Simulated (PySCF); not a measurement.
ZnCd at r²SCAN

Level: r²SCAN. Zn def2-SVP, Cd def2-SVP with ECP28; scalar-relativistic core potentials (PySCF 2.14).

```
state                                            : ¹Σ⁺ (singlet), closed shell
bond length                                      : 3.024 Å
harmonic wavenumber                              : 68.2 cm⁻¹
force constant                                   : 0.112 mdyn/Å
rotational constant Be                           : 0.04503 cm⁻¹
anharmonicity ωexe                               : 1.33 cm⁻¹
vibration–rotation constant αe                   : 0.000744 cm⁻¹
well depth De to Zn + Cd                         : 0.12 eV
dissociation energy D0                           : 0.11 eV
HOMO–LUMO gap                                    : 3.62 eV
bond order (Mayer)                               : 0.28
dipole moment (positive dipole means Zn(−)Cd(+)) : -0.22 D
```

Closed-shell solutions of metal pairs were not tested for spin polarisation, which can lower them a little. The bond is weak. Basis-set superposition, not corrected here, can be much of De in a small basis, most of all at correlated wavefunction levels. Functionals without a dispersion term scatter widely for such bonds, and LDA overbinds them.
